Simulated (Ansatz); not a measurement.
Reaction (redistribution): `N[SiH2]O[SiH2]N` + `C[CH2][AlH][SeH]` → `N[SiH2][AlH][SeH]` + `CCO[SiH2]N`

Program: Ansatz. Geometries: PBE0-D4/def2-TZVP. ΔE: electronic, gas phase. CCSD(T)/CBS adds triple-zeta CCSD(T) − MP2 to the extrapolated MP2 energy (def2 sets, frozen cores). DFT in def2-TZVPP. B3LYP here is the variant with VWN-RPA as its local correlation; programs differ in this. For Se outer-core shells are correlated without core-valence functions, which leaves a few kJ/mol of doubt a bond. Scalar relativity is left out up to krypton. Each species was taken in one conformer, which may not be the lowest.

CCSD(T)/CBS gives +205.1 kJ/mol.

Task: Another level gave +196.2 kJ/mol. Which?
A. PBE0-D4/def2-TZVPP
B. HF/def2-TZVPP
C. B3LYP/def2-TZVPP
D. PBE/def2-TZVPP

Result: C. B3LYP 196.2, PBE0-D4 184.8, PBE 173.9, HF/def2-TZVPP 211.3 kJ/mol.

Largest T1 diagnostic among the species: 0.011.

From PBE to PBE0 (25 % exact exchange), in def2-TZVPP and without D4, ΔE moves by +10.6 kJ/mol.
